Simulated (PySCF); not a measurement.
NTi, SMILES [Ti]#[N] (connectivity only; charge and spin as stated), neutral, multiplicity 2. Geometry optimised at B3LYP-D3(BJ)/def2-TZVPD. The spin state was assumed, not searched.

Computed with B3LYP-D3(BJ)/def2-TZVPD (PySCF).

Harmonic wavenumbers (cm⁻¹): 1146. Rotational constants (GHz): 19.25 (linear); symmetry number 1.

Work out the zero-point energy and the ideal-gas rigid-rotor harmonic-oscillator thermochemistry at 298.15 K and 1 atm.

ZPE = ½ Σ hcν = ½ × 1146 cm⁻¹ = 6.85 kJ/mol. H − E(el) = 15.59 kJ/mol. Entropy in J/(mol K): translation 160.19, rotation 56.35, vibration 0.22, spin 5.76, total 222.52. G − E(el) = -50.76 kJ/mol. Cp = 30.12 J/(mol K).
